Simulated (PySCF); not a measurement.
GeH₆OSi, GeH₅NOSi, AlBGeH₆, AlClGeH₃N and others (calculated)

Calculation on a computer-drawn molecule: optimised geometry and harmonic frequencies of an isolated molecule of the commonest isotopes, restricted reference for singlets and unrestricted otherwise, frozen core in MP2; on germanium a core potential holds 10 electrons, which the energies leave out, and 3d is frozen in MP2 and coupled-cluster steps. Program: PySCF 2.14.0.

Common to all runs: multiplicity 1; basis and core potential on germanium cc-pVDZ-PP ECP10MDF.

```yaml
- entry: 1
  formula: GeH6OSi
  start_structure:
    atoms_angstrom:
      - [O, 0.393, 0.2704, 0.3891]
      - [Si, 0.7655, 0.9781, -0.9843]
      - [Ge, -1.1332, 1.9446, -1.9842]
      - [H, -0.2568, -0.3107, 0.4795]
      - [H, 1.7325, 2.0115, -0.5882]
      - [H, 1.3629, 0.0248, -1.8995]
      - [H, -1.009, 2.3032, -3.4369]
      - [H, -2.4151, 1.0922, -1.9635]
      - [H, -1.6356, 3.2188, -1.4309]
  given:
    charge: 0
    method: HF
    basis: "cc-pV(D+d)Z"
    drawn_bonds_atom: [1, 2, 1, 2, 2, 3, 3, 3]
    drawn_bonds_other_atom: [2, 3, 4, 5, 6, 7, 8, 9]
    drawn_bonds_order: [1, 1, 1, 1, 1, 1, 1, 1]
  results:
    optimised_atom_element: [O, Si, Ge, H, H, H, H, H, H]
    "optimised_atom_x [angstrom]": [0.3914, 0.7386, -1.196, -0.2592, 1.788, 1.258, -0.8657, -2.334, -1.717]
    "optimised_atom_y [angstrom]": [0.378, 0.9832, 1.975, -0.3022, 1.999, -0.07972, 2.469, 0.947, 3.164]
    "optimised_atom_z [angstrom]": [0.5026, -0.9992, -2.028, 0.5888, -0.7941, -1.894, -3.443, -2.141, -1.211]
    "modes_frequency [cm^-1]": [96.25, 160.7, 222.0, 357.4, 379.5, 510.1, 628.6, 777.5, 858.4, 880.7, 929.9, 954.5, 965.8, 981.5, 1030, 2193, 2205, 2217, 2293, 2340, 4176]
    "modes_reduced_mass [dalton]": [1.148, 3.03, 1.251, 4.948, 1.042, 1.26, 1.232, 1.049, 2.001, 1.303, 1.434, 1.068, 1.024, 1.12, 1.071, 1.022, 1.023, 1.014, 1.041, 1.04, 1.067]
    "rotational_constants [GHz]": [14.99, 2.171, 1.993]
    "total_energy [hartree]": -660.7045
    "convergence_status_largest_gradient_component [hartree/bohr]": 7.783e-06
- entry: 2
  formula: GeH5NOSi
  start_structure:
    atoms_angstrom:
      - [O, -3.4341, -1.4935, 1.4896]
      - [Si, -2.814, -0.1732, 2.0033]
      - ["N", -2.0209, 0.7289, 0.7602]
      - [Ge, -1.379, 2.2447, 0.431]
      - [H, -3.0879, -1.8782, 0.623]
      - [H, -1.7484, -0.5253, 3.0398]
      - [H, -3.9431, 0.501, 2.6866]
      - [H, -1.4823, 3.5395, 1.2769]
      - [H, -0.7577, 2.4235, -0.9012]
  given:
    charge: 0
    method: HF
    basis: "cc-pV(D+d)Z"
    drawn_bonds_atom: [1, 2, 3, 1, 2, 2, 4, 4]
    drawn_bonds_other_atom: [2, 3, 4, 5, 6, 7, 8, 9]
    drawn_bonds_order: [1, 1, 2, 1, 1, 1, 1, 1]
  results:
    optimised_atom_element: [O, Si, "N", Ge, H, H, H, H, H]
    "optimised_atom_x [angstrom]": [-3.663, -2.633, -1.634, -1.466, -3.285, -1.769, -3.527, -2.207, -0.4843]
    "optimised_atom_y [angstrom]": [-1.243, -0.1639, 0.5943, 2.186, -1.858, -0.8666, 0.7623, 3.39, 2.565]
    "optimised_atom_z [angstrom]": [1.321, 2.033, 0.8758, 0.4024, 0.71, 3.01, 2.768, 0.9842, -0.6952]
    "modes_frequency [cm^-1]": [64.37, 131.2, 195.5, 252.9, 369.5, 600.5, 650.0, 674.3, 728.1, 824.6, 882.0, 936.4, 963.1, 1023, 1060, 1217, 2238, 2278, 2285, 2302, 4170]
    "modes_reduced_mass [dalton]": [5.22, 3.206, 1.398, 1.135, 3.382, 2.002, 1.108, 1.523, 1.466, 1.153, 4.474, 1.357, 1.044, 1.163, 1.076, 11.32, 1.022, 1.051, 1.018, 1.028, 1.067]
    "rotational_constants [GHz]": [15.22, 1.352, 1.313]
    "total_energy [hartree]": -714.5530
    "convergence_status_largest_gradient_component [hartree/bohr]": 3.875e-05
- entry: 3
  formula: AlBGeH6
  start_structure:
    atoms_angstrom:
      - [Al, 2.3458, 1.5089, 1.2413]
      - [B, 1.6415, -0.1722, 0.2073]
      - [Ge, 0.1701, 0.0884, -1.1582]
      - [H, 3.4637, 1.5459, 2.2979]
      - [H, 1.7979, 2.9191, 0.8868]
      - [H, 1.9801, -1.2363, 0.3341]
      - [H, 0.5316, -0.3413, -2.5283]
      - [H, -1.1518, -0.583, -0.9218]
      - [H, -0.2918, 1.506, -1.3359]
  given:
    charge: 0
    method: HF
    basis: "cc-pV(D+d)Z"
    drawn_bonds_atom: [1, 2, 1, 1, 2, 3, 3, 3]
    drawn_bonds_other_atom: [2, 3, 4, 5, 6, 7, 8, 9]
    drawn_bonds_order: [1, 1, 1, 1, 1, 1, 1, 1]
  results:
    optimised_atom_element: [Al, B, Ge, H, H, H, H, H, H]
    "optimised_atom_x [angstrom]": [2.474, 1.708, -0.02349, 2.015, 3.487, 2.273, 0.3322, -1.008, -0.7702]
    "optimised_atom_y [angstrom]": [1.601, 0.007686, 0.06869, 1.761, 2.661, -1.055, -0.2013, -1.021, 1.412]
    "optimised_atom_z [angstrom]": [1.235, 0.0254, -1.154, 2.746, 0.6302, -0.0336, -2.625, -0.6986, -1.102]
    "modes_frequency [cm^-1]": [44.73, 109.4, 151.2, 359.3, 398.4, 457.8, 515.1, 658.9, 671.8, 726.1, 829.3, 906.8, 934.7, 971.8, 975.6, 1963, 1968, 2181, 2187, 2204, 2673]
    "modes_reduced_mass [dalton]": [1.148, 4.531, 1.081, 1.072, 3.013, 1.043, 1.154, 1.596, 2.544, 1.611, 1.071, 1.042, 1.252, 1.088, 1.02, 1.059, 1.025, 1.023, 1.023, 1.012, 1.09]
    "rotational_constants [GHz]": [21.55, 1.537, 1.493]
    "total_energy [hartree]": -563.4103
    "convergence_status_largest_gradient_component [hartree/bohr]": 3.358e-06
- entry: 4
  formula: AlClGeH3N
  start_structure:
    atoms_angstrom:
      - [Al, 0.5298, -1.7608, -3.4444]
      - ["N", 0.7819, -1.7395, -1.6844]
      - [Ge, 1.0994, -1.7693, 0.0102]
      - [Cl, 1.2968, -3.5856, 1.1357]
      - [H, 0.3914, -3.1108, -4.2257]
      - [H, 0.3784, -0.5005, -4.1609]
      - [H, 1.1744, -0.6158, 0.9025]
  given:
    charge: 0
    method: HF
    basis: "cc-pV(D+d)Z"
    drawn_bonds_atom: [1, 2, 3, 1, 1, 3]
    drawn_bonds_other_atom: [2, 3, 4, 5, 6, 7]
    drawn_bonds_order: [1, 2, 1, 1, 1, 1]
  results:
    optimised_atom_element: [Al, "N", Ge, Cl, H, H, H]
    "optimised_atom_x [angstrom]": [0.5363, 0.5499, 0.908, 2.184, -0.5744, 1.598, 0.451]
    "optimised_atom_y [angstrom]": [-1.803, -1.53, -1.734, -3.283, -2.726, -1.075, -0.9322]
    "optimised_atom_z [angstrom]": [-3.372, -1.633, -0.04317, 0.7309, -4.012, -4.289, 1.151]
    "modes_frequency [cm^-1]": [46.45, 80.7, 135.8, 234.5, 417.3, 496.7, 521.0, 599.1, 667.1, 820.7, 858.2, 1280, 1976, 1990, 2329]
    "modes_reduced_mass [dalton]": [8.625, 1.894, 1.54, 15.14, 26.9, 1.123, 10.64, 1.225, 1.182, 1.045, 1.076, 14.03, 1.061, 1.023, 1.021]
    "rotational_constants [GHz]": [6.614, 1.292, 1.098]
    "total_energy [hartree]": -1051.0136
    "convergence_status_largest_gradient_component [hartree/bohr]": 2.016e-05
- entry: 5
  formula: AlClGeH3N
  start_structure:
    atoms_angstrom:
      - [Al, 0.5363, -1.8026, -3.3715]
      - ["N", 0.5499, -1.5296, -1.6333]
      - [Ge, 0.908, -1.7341, -0.0432]
      - [Cl, 2.1838, -3.2828, 0.7309]
      - [H, -0.5744, -2.7263, -4.0124]
      - [H, 1.5977, -1.0746, -4.2886]
      - [H, 0.451, -0.9322, 1.1511]
  given:
    charge: 0
    method: MP2
    basis: "cc-pV(D+d)Z"
    drawn_bonds_atom: [1, 2, 3, 1, 1, 3]
    drawn_bonds_other_atom: [2, 3, 4, 5, 6, 7]
    drawn_bonds_order: [1, 2, 1, 1, 1, 1]
  results:
    optimised_atom_element: [Al, "N", Ge, Cl, H, H, H]
    "optimised_atom_x [angstrom]": [0.5626, 0.321, 0.8551, 2.171, -0.4734, 1.711, 0.505]
    "optimised_atom_y [angstrom]": [-1.827, -1.222, -1.671, -3.323, -2.858, -1.191, -0.9894]
    "optimised_atom_z [angstrom]": [-3.315, -1.626, -0.0799, 0.4169, -3.907, -4.191, 1.236]
    "modes_frequency [cm^-1]": [57.72, 62.2, 138.0, 207.1, 405.1, 424.3, 537.9, 561.8, 632.0, 762.5, 812.2, 1103, 1974, 1979, 2240]
    "modes_reduced_mass [dalton]": [8.918, 1.653, 1.776, 15.98, 32.44, 1.1, 8.422, 1.218, 1.192, 1.046, 1.079, 13.75, 1.023, 1.062, 1.021]
    "rotational_constants [GHz]": [5.172, 1.463, 1.16]
    "total_energy [hartree]": -1051.4788
    "convergence_status_largest_gradient_component [hartree/bohr]": 1.034e-05
- entry: 6
  formula: AlClGeH4O
  start_structure:
    atoms_angstrom:
      - [Al, -3.2028, 0.6293, 0.9405]
      - [O, -1.9199, 1.6438, 1.4372]
      - [Ge, -0.5967, 2.5204, 2.0625]
      - [Cl, 1.0614, 1.1398, 2.2191]
      - [H, -3.3248, 0.4346, -0.6088]
      - [H, -4.0429, -0.1138, 1.9245]
      - [H, -0.9266, 3.1116, 3.3857]
      - [H, -0.2399, 3.5288, 1.0293]
  given:
    charge: 0
    method: HF
    basis: "cc-pV(D+d)Z"
    drawn_bonds_atom: [1, 2, 3, 1, 1, 3, 3]
    drawn_bonds_other_atom: [2, 3, 4, 5, 6, 7, 8]
    drawn_bonds_order: [1, 1, 1, 1, 1, 1, 1]
  results:
    optimised_atom_element: [Al, O, Ge, Cl, H, H, H, H]
    "optimised_atom_x [angstrom]": [-3.131, -1.991, -0.6172, 0.8066, -3.792, -3.51, -1.027, 0.06888]
    "optimised_atom_y [angstrom]": [0.614, 1.8, 2.565, 1.004, 0.6662, -0.4643, 3.232, 3.477]
    "optimised_atom_z [angstrom]": [0.8788, 1.261, 2.007, 2.516, -0.5474, 1.96, 3.309, 1.005]
    "modes_frequency [cm^-1]": [37.2, 49.2, 77.83, 237.1, 420.6, 472.7, 585.9, 616.4, 673.9, 725.8, 846.5, 875.8, 939.1, 1078, 2012, 2019, 2289, 2300]
    "modes_reduced_mass [dalton]": [1.132, 5.362, 3.761, 10.49, 34.3, 7.8, 1.146, 1.268, 1.184, 1.067, 1.1, 1.09, 1.069, 6.458, 1.062, 1.024, 1.025, 1.015]
    "rotational_constants [GHz]": [4.725, 1.452, 1.141]
    "total_energy [hartree]": -1072.1097
    "convergence_status_largest_gradient_component [hartree/bohr]": 8.829e-07
- entry: 7
  formula: BGeH4
  start_structure:
    atoms_angstrom:
      - [B, -1.999, -0.8666, 0.5659]
      - [Ge, -0.139, -1.2686, 0.1116]
      - [H, -3.1278, -0.7135, 0.827]
      - [H, 0.0764, -1.0871, -1.3083]
      - [H, 0.1872, -2.666, 0.5321]
      - [H, 0.734, -0.3788, 0.9504]
  given:
    charge: 1
    method: HF
    basis: cc-pVDZ
    drawn_bonds_atom: [1, 1, 2, 2, 2]
    drawn_bonds_other_atom: [2, 3, 4, 5, 6]
    drawn_bonds_order: [1, 1, 1, 1, 1]
  results:
    optimised_atom_element: [B, Ge, H, H, H, H]
    "optimised_atom_x [angstrom]": [-2.047, 0.006351, -3.181, 0.05864, 0.1554, 0.7395]
    "optimised_atom_y [angstrom]": [-0.8991, -1.306, -0.6744, -1.056, -2.753, -0.2932]
    "optimised_atom_z [angstrom]": [0.5807, 0.1181, 0.8363, -1.376, 0.544, 0.976]
    "modes_frequency [cm^-1]": [436.3, 436.4, 489.6, 769.9, 769.9, 863.1, 937.9, 937.9, 2301, 2309, 2309, 2897]
    "modes_reduced_mass [dalton]": [1.022, 1.022, 6.548, 1.281, 1.281, 1.042, 1.027, 1.027, 1.009, 1.025, 1.025, 1.098]
    "rotational_constants [GHz]": [76.23, 8.743, 8.743]
    "total_energy [hartree]": -320.0383
    "convergence_status_largest_gradient_component [hartree/bohr]": 1.229e-05
- entry: 8
  formula: BGeH4
  start_structure:
    atoms_angstrom:
      - [B, -2.0469, -0.8991, 0.5807]
      - [Ge, 0.0064, -1.3055, 0.1181]
      - [H, -3.1813, -0.6744, 0.8363]
      - [H, 0.0586, -1.0555, -1.3763]
      - [H, 0.1554, -2.7529, 0.544]
      - [H, 0.7395, -0.2932, 0.976]
  given:
    charge: 1
    method: MP2
    basis: cc-pVDZ
    drawn_bonds_atom: [1, 1, 2, 2, 2]
    drawn_bonds_other_atom: [2, 3, 4, 5, 6]
    drawn_bonds_order: [1, 1, 1, 1, 1]
  results:
    optimised_atom_element: [B, Ge, H, H, H, H]
    "optimised_atom_x [angstrom]": [-2.027, 0.002537, -3.17, 0.04778, 0.145, 0.7326]
    "optimised_atom_y [angstrom]": [-0.9031, -1.305, -0.6768, -1.052, -2.759, -0.2852]
    "optimised_atom_z [angstrom]": [0.5761, 0.1189, 0.8337, -1.382, 0.5489, 0.9834]
    "modes_frequency [cm^-1]": [391.0, 391.8, 497.4, 735.6, 735.9, 791.2, 881.7, 881.8, 2239, 2257, 2257, 2819]
    "modes_reduced_mass [dalton]": [1.023, 1.023, 6.476, 1.272, 1.272, 1.043, 1.034, 1.034, 1.009, 1.025, 1.025, 1.099]
    "rotational_constants [GHz]": [75.37, 8.913, 8.913]
    "total_energy [hartree]": -320.1868
    "convergence_status_largest_gradient_component [hartree/bohr]": 3.254e-05
- entry: 9
  formula: BGeH3N
  start_structure:
    atoms_angstrom:
      - [B, 1.319, -0.0735, 0.943]
      - [Ge, -0.5331, -0.276, 1.6495]
      - ["N", -0.937, -0.09, 3.0967]
      - [H, 2.1416, 0.402, 0.2839]
      - [H, -1.7081, -0.0439, 0.7596]
      - [H, -0.432, 0.208, 4.0527]
  given:
    charge: 1
    method: HF
    basis: cc-pVDZ
    drawn_bonds_atom: [1, 2, 1, 2, 3]
    drawn_bonds_other_atom: [2, 3, 4, 5, 6]
    drawn_bonds_order: [1, 2, 1, 1, 1]
  results:
    optimised_atom_element: [B, Ge, "N", H, H, H]
    "optimised_atom_x [angstrom]": [1.173, -0.803, -0.9123, 2.317, -1.849, -0.07533]
    "optimised_atom_y [angstrom]": [0.1325, -0.08259, -0.02873, 0.2632, -0.2551, 0.09727]
    "optimised_atom_z [angstrom]": [0.8817, 1.62, 3.282, 0.6074, 0.5621, 3.833]
    "modes_frequency [cm^-1]": [148.6, 306.2, 465.1, 626.7, 632.9, 755.0, 814.3, 857.1, 1013, 2383, 2902, 3765]
    "modes_reduced_mass [dalton]": [3.373, 1.246, 5.216, 1.182, 1.211, 1.217, 1.078, 1.505, 3.22, 1.021, 1.099, 1.078]
    "rotational_constants [GHz]": [18.51, 7.0, 5.079]
    "total_energy [hartree]": -373.8314
    "convergence_status_largest_gradient_component [hartree/bohr]": 1.703e-05
- entry: 10
  formula: B2GeH6
  start_structure:
    atoms_angstrom:
      - [B, 0.7332, 0.9275, 1.402]
      - [Ge, 0.5238, 0.5265, -0.5943]
      - [B, -0.1654, -1.3833, -0.8147]
      - [H, 1.7323, 0.6805, 1.951]
      - [H, -0.131, 1.298, 2.0101]
      - [H, -0.4567, 1.4577, -1.1673]
      - [H, 1.7135, 0.8039, -1.3381]
      - [H, 0.6291, -2.2802, -0.9283]
      - [H, -1.222, -1.671, -0.803]
  given:
    charge: 0
    method: HF
    basis: cc-pVDZ
    drawn_bonds_atom: [1, 2, 1, 1, 2, 2, 3, 3]
    drawn_bonds_other_atom: [2, 3, 4, 5, 6, 7, 8, 9]
    drawn_bonds_order: [1, 1, 1, 1, 1, 1, 1, 1]
  results:
    optimised_atom_element: [B, Ge, B, H, H, H, H, H, H]
    "optimised_atom_x [angstrom]": [0.746, 0.4936, -0.1399, 1.792, -0.1598, -0.5424, 1.819, 0.6548, -1.306]
    "optimised_atom_y [angstrom]": [0.9331, 0.5455, -1.432, 0.7096, 1.352, 1.512, 0.7717, -2.323, -1.709]
    "optimised_atom_z [angstrom]": [1.435, -0.6032, -0.8427, 1.978, 2.1, -1.205, -1.352, -0.9559, -0.8364]
    "modes_frequency [cm^-1]": [52.58, 91.36, 143.0, 429.4, 502.0, 544.0, 551.8, 672.4, 747.1, 828.7, 945.5, 947.3, 1006, 1249, 1260, 2173, 2188, 2676, 2684, 2766, 2768]
    "modes_reduced_mass [dalton]": [1.072, 1.019, 3.084, 1.036, 1.03, 3.569, 4.438, 1.13, 1.294, 1.158, 1.123, 1.298, 1.226, 1.135, 1.139, 1.023, 1.016, 1.05, 1.052, 1.128, 1.127]
    "rotational_constants [GHz]": [12.0, 5.591, 4.291]
    "total_energy [hartree]": -346.1682
    "convergence_status_largest_gradient_component [hartree/bohr]": 1.847e-05
```
